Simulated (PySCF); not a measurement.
Gas-phase reaction: SnH2 + CH4 + C3H6 (propylene) ⇌ Sn(CH3)4. Level: ωB97M-V/def2-TZVP†; standard pressure 1 bar.

Method: PySCF energies plus ideal-gas RRHO corrections (1 bar). † marks an energy on the PBE0/def2-TZVP geometry and frequencies. All species are closed-shell singlets. Sn: scalar-relativistic def2 core potential, no spin-orbit coupling. SnH2: computed as isolated molecules; such fragments, hydroxides, amides, oligomers or adducts are transient or little studied in the gas. The harmonic model lacks anharmonicity and excited electronic states, which grow with temperature; levels with a mode under 35 cm⁻¹ are left out. Internal rotation in C3H6 (propylene), Sn(CH3)4 is treated as a harmonic vibration of one conformer, which makes the entropy rough.

| T (K) | 1000/T (1/K) | log10 K |
|---|---|---|
| 600 | 1.6667 | 3.57 |
| 800 | 1.2500 | -0.51 |
| 1000 | 1.0000 | -2.88 |
| 1200 | 0.8333 | ? |
| 1400 | 0.7143 | -5.46 |
| 1600 | 0.6250 | -6.22 |

Fit log10 K = a + b·(1000/T) to the five rows, get the mean ΔH° and ΔS°, and predict log10 K at 1200 K.

Means: 1000/T = 1.0512, log10 K = -2.300. Sums of products about the means: Sxy = 6.73384, Sxx = 0.716131, so b = Sxy/Sxx = 9.40 and a = -2.300 − (9.40)×1.0512 = -12.18.
ΔH° = −R ln 10 × 1000 K × b = −19.145 × (9.40) = -180 kJ; ΔS° = R ln 10 × a = -233 J/K. The run's own values go from -190 kJ and -249 J/K at 600 K to -161 kJ and -220 J/K at 1600 K.
Prediction at 1200 K: -12.18 + (9.40)×0.8333 = -4.35. The computed value is -4.40, 0.05 from the line.
For scale, ΔH°(298 K) is -199 kJ at this level, -211 kJ at ωB97X-V/def2-TZVP†, and runs from -239 to 108 kJ over the 16 levels computed.
